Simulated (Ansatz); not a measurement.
The same path of BCl2H4NO + FH (11 atoms, charge 0, multiplicity 1) was run twice with different band settings.

These are results of RKS BHLYP/def2-SVP in Ansatz 0.2.0, not measurements.

Relaxed end points:

```xyz
11
Properties=species:S:1:pos:R:3
B 0.182 -0.812 -0.134
O 1.245 0.091 -0.409
Cl -0.739 -1.366 -1.637
Cl 0.688 -2.228 0.940
H -0.920 0.994 0.301
N -0.854 0.060 0.721
H 0.673 1.562 -0.706
F 0.029 2.252 -0.648
H 1.988 -0.330 -0.834
H -0.524 0.155 1.676
H -1.767 -0.380 0.731
```

```xyz
11
Properties=species:S:1:pos:R:3
B 0.188 -0.813 -0.125
O 0.823 0.091 -1.020
Cl -0.645 -2.224 -0.982
Cl 1.268 -1.372 1.265
H -0.602 0.991 0.763
N -0.975 0.061 0.545
H 0.896 1.562 -0.381
F 0.615 2.253 0.201
H 1.493 -0.328 -1.555
H -1.312 -0.385 1.391
H -1.749 0.164 -0.103
```

Common settings: spring 5.0 eV/Å²; optimiser quadratic models (default); start path through a guess of the saddle point; force threshold 0.05 eV/Å; iteration limit 60; end points relaxed.

| run | movable images | climbing image |
| --- | --- | --- |
| 1 | 5 | yes |
| 2 | 4 | no |

(1) What does each run give, and how far can it be trusted?

Answers

(1) Run 1: converged after 15 iterations, highest image 0.046 eV above the first end. A vibrational analysis at the climbing image gives one clearly imaginary mode, 64i cm⁻¹: a first-order saddle point.
Run 2: converged after 13 iterations, highest image 0.042 eV above the first end. No image climbed, so the highest image needn't sit at the top of the path.
